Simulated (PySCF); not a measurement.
## TeO: frontier orbitals

PBE at R = 1.853 Å; PySCF, scalar-relativistic core potentials, basis sets Te def2-SVPD with ECP28, O def2-SVPD. State: ³Σ⁻ (triplet), unpaired electrons π ↑↑. Only the outer orbitals are listed, counted within each symmetry, core potentials removing the inner ones.

| spin | orbital | occ. | ε (eV) | on Te (%) | main shells (%) |
| --- | --- | --- | --- | --- | --- |
| α | 5σ | 1 | -23.82 | 9 | 87 O s |
| α | 6σ | 1 | -15.65 | 84 | 81 Te s, 11 O s |
| α | 7σ | 1 | -9.45 | 36 | 59 O p, 30 Te p |
| α | 3π | 1 | -8.98 | 31 | 68 O p, 30 Te p |
| α | 3π | 1 | -8.98 | 31 | 68 O p, 30 Te p |
| α | 4π | 1 | -5.90 | 72 | 70 Te p, 28 O p |
| α | 4π | 1 | -5.90 | 72 | 70 Te p, 28 O p |
| α | 8σ | 0 | -2.40 | 87 | 70 Te p, 18 O p, 13 Te d |
| β | 5σ | 1 | -22.93 | 11 | 84 O s |
| β | 6σ | 1 | -14.72 | 82 | 81 Te s, 13 O s |
| β | 7σ | 1 | -8.91 | 37 | 58 O p, 29 Te p |
| β | 3π | 1 | -7.88 | 32 | 66 O p, 32 Te p |
| β | 3π | 1 | -7.88 | 32 | 66 O p, 32 Te p |
| β | 4π | 0 | -4.58 | 70 | 67 Te p, 31 O p |
| β | 4π | 0 | -4.58 | 70 | 67 Te p, 31 O p |
| β | 8σ | 0 | -1.91 | 87 | 70 Te p, 17 O p, 13 Te d |

Problem. Which are the highest filled and the lowest empty level, where do they sit, and how wide is the gap?

Solution. Highest filled α 4π at -5.90 eV (in %: 70 Te p, 28 O p); lowest empty β 4π at -4.58 eV (in %: 67 Te p, 31 O p); the gap at PBE is 1.32 eV. Both belong to one degenerate shell, split only by its one-sided filling, so this is no excitation gap.

The bond order (Mayer) is 1.61 and the ⟨S²⟩ is 2.004. The charge on Te (Mulliken, basis-dependent) is 0.71. The charge on Te (Löwdin, basis-dependent) is 0.93, the dipole moment (positive dipole means Te(−)O(+)) is -2.86 D and the polarisability along the bond is 52.3 bohr³. The polarisability across the bond is 37.4 bohr³.

Spin–orbit coupling is left out. The state was picked by a PBE0 search and need not be the measured ground state.
